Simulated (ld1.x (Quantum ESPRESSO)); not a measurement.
**P: one change to an RRKJ potential, before and after**

```
Element                 : P (Z = 15)
Generator               : ld1.x (Quantum ESPRESSO) 7.5
Type                    : norm-conserving RRKJ (Kleinman–Bylander form)
Functional              : LDA (PZ)
Relativity              : non-relativistic
Frozen core             : [Ne]
Valence charge          : 5
Reference configuration : 3s2 3p2.5 (charge +0.5)
Partial waves           : 3p (bound): rc 1.75 bohr; 3d channel at -0.15 Ry: rc 1.40 bohr; 3s (bound): rc 1.35 bohr
Local potential         : the s channel
Core correction         : a·sin(br)/r model core inside 0.95 bohr
rho0                    : 0.001
```

Change: local potential all-electron potential smoothed inside 1.65 bohr (lloc = -1).

Cutoffs: the cutoffs (Ry, on a coarse ladder) from which the occupation-weighted sum of valence levels, in a spherical-Bessel basis at the reference potential, stays within 10 and 1 mRy of its value at 400 Ry; they do not see the model core or the augmentation charge, which bear on the density cutoff. Errors are all-electron minus pseudo energies relative to the spin-unpolarised reference configuration.

Task: How do hardness, ghosts and transferability respond?

Result: The potential gets softer (35 Ry and 80 Ry → 30 Ry and 70 Ry); of the 9 tests that both files solve, the error grows in 0 and shrinks in 2 by more than 15 % and 0.3 meV (median size 21.8 → 23.2 meV); the range in which the s phases agree narrows (upper end 3.7 → 2.6); neither file shows a bound ghost.

| quantity | base | changed |
| --- | --- | --- |
| cutoff, loose | 35 Ry | 30 Ry |
| cutoff, tight | 80 Ry | 70 Ry |
| loose cutoff by channel (10 mRy a level) | p 15 Ry, s 18 Ry | s 18 Ry, p 10 Ry |
| bound ghosts | none | none |
| error for 3s2 3p3, meV [ΔE -3.83 eV] | +0.7 | +0.8 |
| error for 3s2 3p2, meV [ΔE 6.01 eV] | +1.5 | +1.6 |
| error for 3s2 3p1, meV [ΔE 25.27 eV] | +22 | +23 |
| error for 3s2 3p0, meV [ΔE 55.17 eV] | +92 | +98 |
| error for 3s1 3p0, meV [ΔE 107.24 eV] | +206 | +227 |
| error for 3s1 3p4, meV [ΔE 4.58 eV] | -3.3 | -2.0 |
| error for 3s0 3p5, meV [ΔE 13.13 eV] | -14 | -9.1 |
| error for 3s2 3p2.5 (spin-polarised), meV [ΔE -1.18 eV] | +24 | +24 |
| error for 3s2 3p3 (spin-polarised), meV [ΔE -5.34 eV] | +30 | +30 |
| s: phases at 1.89 bohr within 0.05 rad from the reference energy up to (Ry; the scan ends near 5) | 3.7 | 2.6 |
| p: phases at 1.89 bohr within 0.05 rad from the reference energy up to (Ry; the scan ends near 5) | to the end of the scan | 4.6 |
| d: phases at 1.89 bohr within 0.05 rad from the reference energy up to (Ry; the scan ends near 5) | to the end of the scan | to the end of the scan |
